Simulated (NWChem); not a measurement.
# CdH2O; SMILES [OH][CdH]

All runs: NWChem. All runs use the structure optimised with PBE0/def2-SVP. No frequency run checked for a minimum. def2 effective core potentials on Cd; no spin-orbit coupling.

Diagonal of the polarisability tensor at CAM-B3LYP/def2-SVPD, static: 31.26, 46.09, 30.48 bohr³.

**Question.** Find the mean polarisability volume, the molar refraction, and the refractive index that an ideal gas of it would have at 273.15 K and 1 atm.

**Answer.** 
1. Mean: one third of the trace = 35.94 bohr³ × 0.14818 Å³/bohr³ = 5.33 Å³.
2. Molar refraction (Lorentz-Lorenz): (4π/3) N_A α = 13.4 cm³/mol.
3. Number density p/kT = 2.687 × 10⁻⁵ Å⁻³; n − 1 = 2π N α = 8.99 × 10⁻⁴.
4. These hold the electronic response alone: vibrational and orientational terms add to the static dielectric constant.
